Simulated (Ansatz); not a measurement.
BiH2Et (C2H7Bi), 10 atoms. Hardware: 2 threads of Intel Xeon Platinum 8559C on a shared host.

In the def2 sets Bi takes a core potential; there is no spin–orbit coupling. Correlated methods freeze 6 core orbitals; core or outer-core shells of Bi are correlated, in sets that lack core-valence functions.

(1) How many basis functions does each of these Ansatz runs have, and roughly what does it cost? LC-ωPBE/def2-TZVP, charge 0 singlet, energy, from earlier orbitals; CAM-B3LYP-D4/def2-TZVP, charge 0 singlet, energy, from earlier orbitals; PBE-D4/def2-TZVP, charge 0 singlet, energy and forces, from earlier orbitals; PBE0-D4/def2-TZVP, charge 0 singlet, energy, from earlier orbitals; PBE-D4/def2-SVP, charge 0 singlet, relaxation, 16 steps; r2SCAN-D4/def2-TZVP, charge 0 singlet, energy, from earlier orbitals; CCSD(T)/def2-TZVP, charge 0 singlet, energy, from earlier orbitals; PBE0-D4/def2-SVP, charge 0 singlet, energy, from earlier orbitals; PBE0-D4/def2-SVP, charge 0 singlet, energy with a search over starts; RPA@PBE/def2-TZVP, charge 0 singlet, energy, from earlier orbitals; PBE-D4/def2-SVP, charge 0 singlet, energy, from earlier orbitals; r2SCAN0-D4/def2-TZVP, charge 0 singlet, energy, from earlier orbitals.

Results:

(1) Other jobs shared the machine, so times can vary by a factor of up to 3. A dash marks memory too small to be measured apart from the calling script's.

```csv
run,functions,fitting or Cholesky vectors,wall time,peak host memory (GiB)
"PBE-D4/def2-SVP, charge 0 singlet, energy, from earlier orbitals",89,998,0.65 s,–
"PBE0-D4/def2-SVP, charge 0 singlet, energy, from earlier orbitals",89,1082,0.75 s,–
"PBE0-D4/def2-SVP, charge 0 singlet, energy with a search over starts",89,1082,1.1 s,–
"PBE-D4/def2-TZVP, charge 0 singlet, energy and forces, from earlier orbitals",154,1028,1.5 s,–
"LC-ωPBE/def2-TZVP, charge 0 singlet, energy, from earlier orbitals",154,1028,1.6 s,–
"PBE0-D4/def2-TZVP, charge 0 singlet, energy, from earlier orbitals",154,1073,1.6 s,–
"CAM-B3LYP-D4/def2-TZVP, charge 0 singlet, energy, from earlier orbitals",154,1073,1.6 s,–
"r2SCAN-D4/def2-TZVP, charge 0 singlet, energy, from earlier orbitals",154,1028,2 s,–
"r2SCAN0-D4/def2-TZVP, charge 0 singlet, energy, from earlier orbitals",154,1073,2.1 s,–
"RPA@PBE/def2-TZVP, charge 0 singlet, energy, from earlier orbitals",154,1213,2.8 s,–
"PBE-D4/def2-SVP, charge 0 singlet, relaxation, 16 steps",89,998,14 s,–
"CCSD(T)/def2-TZVP, charge 0 singlet, energy, from earlier orbitals",154,1213,20 s,1.3
```
